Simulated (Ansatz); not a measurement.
Reaction (cleavage of the B–Sb bond): `[BH2][Sb]([CH3])[CH3]` + `S[CH2][GeH3]` → `BS[CH2][GeH3]` + `[CH3][SbH][CH3]`

Calculated with Ansatz (gas phase, PBE0-D4/def2-TZVP geometries, no zero-point term in ΔE). CBS: MP2 limit from def2 TZ/QZ plus the TZ coupled-cluster correction, frozen cores. DFT in def2-TZVPP. Elements past krypton have def2 core potentials. For Ge, Sb outer-core shells are correlated without core-valence functions, which leaves a few kJ/mol of doubt a bond. Scalar relativity is left out up to krypton. One conformer a species, not always the lowest.

```json
{"species": "`[BH2][Sb]([CH3])[CH3]`", "ωB97M-V energy (Eh)": "-346.01456"}
{"species": "`S[CH2][GeH3]`", "ωB97M-V energy (Eh)": "-2516.74878"}
{"species": "`BS[CH2][GeH3]`", "ωB97M-V energy (Eh)": "-2542.20717"}
{"species": "`[CH3][SbH][CH3]`", "ωB97M-V energy (Eh)": "-320.59780"}
```

Problem. Work out ΔE.

Solution. ΔE = (-2542.20717) + (-320.59780) − (-346.01456) − (-2516.74878) = -0.04163 Eh = -109.3 kJ/mol. CCSD(T)/CBS gives -102.5 kJ/mol.

Largest T1 diagnostic among the species: 0.014.

In def2-TZVPP, CCSD(T) changes the Hartree–Fock value by −5.2 kJ/mol (the triples alone add −2.0 kJ/mol) and MP2 by −6.3 kJ/mol.
